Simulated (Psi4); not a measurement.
C₆H₁₄Ge (SMILES C=[CH][GeH]([CH2]C)[CH2]C), singlet, geometry from GFN2-xTB, atoms displaced at random by about 0.03 Å a coordinate; R2SCAN/STO-3G, gradient (Psi4).

Psi4 was given this input:
```
memory 2 GB

molecule mol {
0 1
Ge    0.112225    0.052882    0.329744
C    -1.679040   -0.763207    0.633876
C    -2.114536   -1.879850    0.106181
C    -0.063421    1.645616   -0.814517
C    -1.094896    2.633071   -0.229134
C     1.322396   -1.280679   -0.462548
C     2.789255   -0.782862   -0.572256
H     0.566466    0.442350    1.711123
H    -2.384991   -0.180363    1.308320
H    -3.078008   -2.286989    0.331593
H    -1.528712   -2.488144   -0.474570
H     0.948506    2.151543   -0.901312
H    -0.383185    1.392543   -1.702627
H    -2.087637    2.198761   -0.226458
H    -0.800086    2.966750    0.767013
H    -1.089435    3.564645   -0.846865
H     0.910898   -1.587849   -1.431612
H     1.385576   -2.170798    0.118056
H     3.363033   -1.481362   -1.034942
H     2.782855    0.088902   -1.268319
H     3.141247   -0.448736    0.340650
symmetry c1
no_reorient
no_com
}

set {
  basis sto-3g
  reference rks
}

gradient('r2scan')
print_variables()
```

**Question.** What does Psi4 print? Leave out banner, timings and long lists.

**Answer.** 
```
gradient() will perform analytic gradient computation.

   => Loading Basis Set <=

    Name: STO-3G
    Role: ORBITAL
    Keyword: BASIS

         ---------------------------------------------------------
                                   SCF
               by Justin Turney, Rob Parrish, Andy Simmonett
                          and Daniel G. A. Smith
                              RKS Reference
         ---------------------------------------------------------

  ==> Geometry <==

    Molecular point group: c1
    Full point group: C1

    Geometry (in Angstrom), charge = 0, multiplicity = 1:

       Center              X                  Y                   Z               Mass
    ------------   -----------------  -----------------  -----------------  -----------------
         GE           0.112225000000     0.052882000000     0.329744000000    73.921177761000
         C           -1.679040000000    -0.763207000000     0.633876000000    12.000000000000
         C           -2.114536000000    -1.879850000000     0.106181000000    12.000000000000
         C           -0.063421000000     1.645616000000    -0.814517000000    12.000000000000
         C           -1.094896000000     2.633071000000    -0.229134000000    12.000000000000
         C            1.322396000000    -1.280679000000    -0.462548000000    12.000000000000
         C            2.789255000000    -0.782862000000    -0.572256000000    12.000000000000
         H            0.566466000000     0.442350000000     1.711123000000     1.007825032230
         H           -2.384991000000    -0.180363000000     1.308320000000     1.007825032230
         H           -3.078008000000    -2.286989000000     0.331593000000     1.007825032230
         H           -1.528712000000    -2.488144000000    -0.474570000000     1.007825032230
         H            0.948506000000     2.151543000000    -0.901312000000     1.007825032230
         H           -0.383185000000     1.392543000000    -1.702627000000     1.007825032230
         H           -2.087637000000     2.198761000000    -0.226458000000     1.007825032230
         H           -0.800086000000     2.966750000000     0.767013000000     1.007825032230
         H           -1.089435000000     3.564645000000    -0.846865000000     1.007825032230
         H            0.910898000000    -1.587849000000    -1.431612000000     1.007825032230
         H            1.385576000000    -2.170798000000     0.118056000000     1.007825032230
         H            3.363033000000    -1.481362000000    -1.034942000000     1.007825032230
         H            2.782855000000     0.088902000000    -1.268319000000     1.007825032230
         H            3.141247000000    -0.448736000000     0.340650000000     1.007825032230

  Running in c1 symmetry.

  Rotational constants: A =      0.06249  B =      0.05158  C =      0.03167 [cm^-1]
  Rotational constants: A =   1873.54824  B =   1546.40064  C =    949.46188 [MHz]
  Nuclear repulsion =  554.784886624751948

  Charge       = 0
  Multiplicity = 1
  Electrons    = 82
  Nalpha       = 41
  Nbeta        = 41

  ==> Algorithm <==

  SCF Algorithm Type is DF.
  DIIS enabled.
  MOM disabled.
  Fractional occupation disabled.
  Guess Type is SAD.
  Energy threshold   = 1.00e-08
  Density threshold  = 1.00e-08
  Integral threshold = 1.00e-12

  ==> Primary Basis <==

  Basis Set: STO-3G
    Blend: STO-3G
    Number of shells: 40
    Number of basis functions: 62
    Number of Cartesian functions: 63
    Spherical Harmonics?: true
    Max angular momentum: 2

  ==> DFT Potential <==

   => LibXC <=

    Version 7.1.2
    S. Lehtola, C. Steigemann, M. J. T. Oliveira, and M. A. L. Marques,  SoftwareX 7, 1–5 (2018) (10.1016/j.softx.2017.11.002)

   => Composite Functional: R2SCAN <=

    r2SCAN Meta-GGA XC Functional  (0.1021/acs.jpclett.0c02405)
    J. W. Furness, A. D. Kaplan, J. Ning, J. P. Perdew, J. Sun  J. Phys. Chem. Lett.  11, 8208–8215, 2020

    Deriv               =              1
[...]
  @DF-RKS Final Energy: -2287.21579123194488
    Total Energy =                      -2287.2157912319448769
[...]

  Basis Set: STO-3G
    Blend: STO-3G
    Number of shells: 40
    Number of basis functions: 62
    Number of Cartesian functions: 63
    Spherical Harmonics?: true
    Max angular momentum: 2

  ==> DFJKGrad: Density-Fitted SCF Gradients <==

    Gradient:                    1
    J tasked:                  Yes
    K tasked:                   No
    wK tasked:                  No
    Integrals threads:           1
    Schwarz Cutoff:          1E-12
    Fitting Condition:       1E-10

   => Auxiliary Basis Set <=

  Basis Set: (STO-3G AUX)
    Blend: DEF2-UNIVERSAL-JKFIT
    Number of shells: 294
    Number of basis functions: 968
    Number of Cartesian functions: 1185
    Spherical Harmonics?: true
    Max angular momentum: 5

  ==> DFT Potential <==

   => LibXC <=

    Version 7.1.2
    S. Lehtola, C. Steigemann, M. J. T. Oliveira, and M. A. L. Marques,  SoftwareX 7, 1–5 (2018) (10.1016/j.softx.2017.11.002)

   => Composite Functional: R2SCAN <=

    r2SCAN Meta-GGA XC Functional  (0.1021/acs.jpclett.0c02405)
    J. W. Furness, A. D. Kaplan, J. Ning, J. P. Perdew, J. Sun  J. Phys. Chem. Lett.  11, 8208–8215, 2020

    Deriv               =              1
    GGA                 =           TRUE
    Meta                =           TRUE

    Exchange Hybrid     =          FALSE
    MP2 Hybrid          =          FALSE

   => Exchange Functionals <=

    1.0000   XC_MGGA_X_R2SCAN

   => Correlation Functionals <=

    1.0000   XC_MGGA_C_R2SCAN

   => LibXC Density Thresholds  <==

    XC_MGGA_C_R2SCAN:  1.00E-15
    XC_MGGA_X_R2SCAN:  1.00E-11

   => Molecular Quadrature <=

    Radial Scheme          =       TREUTLER
    Pruning Scheme         =           NONE
    Nuclear Scheme         =       TREUTLER

    Blocking Scheme        =         OCTREE
    BS radius alpha        =              1
    Pruning alpha          =              1
    Radial Points          =             75
    Spherical Points       =            302
    Total Points           =         441753
    Total Blocks           =           3271
    Max Points             =            256
    Max Functions          =             57
    Weights Tolerance      =       1.00E-15

  -Total Gradient:
     Atom            X                  Y                   Z
    ------   -----------------  -----------------  -----------------
       1        0.015745864968     0.012534970012    -0.016666918136
       2       -0.034412951895    -0.068591132139    -0.020199821178
       3        0.029642453413    -0.007091159810    -0.023489892926
       4       -0.064478527033    -0.013998236571    -0.138319615857
       5       -0.019626589647    -0.029098876176     0.012897314082
       6        0.016789123656    -0.035616847420    -0.007078940145
       7        0.080210217753    -0.062749737786     0.050273243322
       8        0.006992741093     0.006003192270     0.032091582360
       9       -0.015893569192     0.013161831827     0.015187179556
      10        0.021941596150     0.006129359264    -0.004070508572
      11       -0.039668335874     0.038150976088     0.042142789511
      12        0.024285611723     0.010650283582     0.000493965090
      13        0.036115856467     0.036067744794     0.123025042830
      14        0.011430578573     0.002425849197    -0.002864473838
      15        0.003479119656     0.003626211076    -0.009665226410
      16        0.006893255583     0.011648954306    -0.003650209361
      17       -0.006100625696    -0.001955056879     0.005622772700
      18        0.008766132724     0.024860420788    -0.020978452372
      19       -0.051824094179     0.059238965123     0.025323839686
      20       -0.004403664906     0.005513298259    -0.010002589371
      21       -0.025673726058    -0.011106001451    -0.052042852572

  Variable Map:
  ----------------------------------------------------------------------------
[...]
  Array Variable Map:
  ----------------------------------------------------------------------------
[...]
[...]
```
